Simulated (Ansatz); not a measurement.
Reaction (formal exchange of groups at a Te–Si bond): `C[SiH](C)[TeH]` + `C=C(F)[SeH]` → `F/C([SeH])=C\[TeH]` + `C[SiH2]C`

Gas-phase electronic energies from Ansatz, PBE0-D4/def2-TZVP geometries. CCSD(T)/CBS is the MP2 limit (def2-TZVPP, def2-QZVPP) plus CCSD(T) − MP2 in def2-TZVPP, frozen cores. Elements past krypton have def2 core potentials. For Se, Te outer-core shells are correlated without core-valence functions, which leaves a few kJ/mol of doubt a bond. Scalar relativity is left out up to krypton. One conformer a species, not always the lowest.

```
             species  CCSD(T)/CBS(def2) energy (Eh)
    `C[SiH](C)[TeH]`                     -637.77028
       `C=C(F)[SeH]`                    -2578.36253
`F/C([SeH])=C\[TeH]`                    -2846.07964
          `C[SiH2]C`                     -370.01595
```

Question: Work out ΔE.

Answer: ΔE = (-2846.07964) + (-370.01595) − (-637.77028) − (-2578.36253) = 0.03722 Eh = +23.4 kcal/mol.

Largest T1 diagnostic among the species: 0.012.

Leaving LDA and LC-ωPBE aside and taking each functional with its dispersion term where it has one, the values, not all of them listed here, spread over 3.6 kcal/mol, from BLYP-D4 to r2SCAN0-D4. From PBE to PBE0 (25 % exact exchange), in def2-TZVPP and without D4, ΔE moves by +1.5 kcal/mol. In def2-TZVPP, CCSD(T) changes the Hartree–Fock value by −2.8 kcal/mol (the triples alone add −0.6 kcal/mol) and MP2 by −2.2 kcal/mol.
